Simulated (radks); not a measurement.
Question: These are the eigenvalues of the occupied orbitals of an atom or ion with whole-number occupations (eV). Calculated with a radial shooting solver on a logarithmic mesh with Libxc functionals: non-relativistic Kohn-Sham, PBE, spin-polarised, spherical densities, point nucleus.

1s up: -63424.86
1s down: -63389.60
2s up: -14997.25
2s down: -14937.79
2p up: -14787.62

Which element is it, and in what charge state? The configuration may be excited. Open shells, if any, are filled with parallel spins first.

Answer: Z = 70, ytterbium, charge +64: Yb64+ in [He] 2s2 2p2. The list shows which subshells hold electrons but not how many an open one holds; the 1s level, -2330.8 hartree, gives Z - s = 68.3 by -(Z - s)^2/2, which with screening narrows Z to a few neighbours, and the depths of the outer levels then fix element, charge and occupations together.
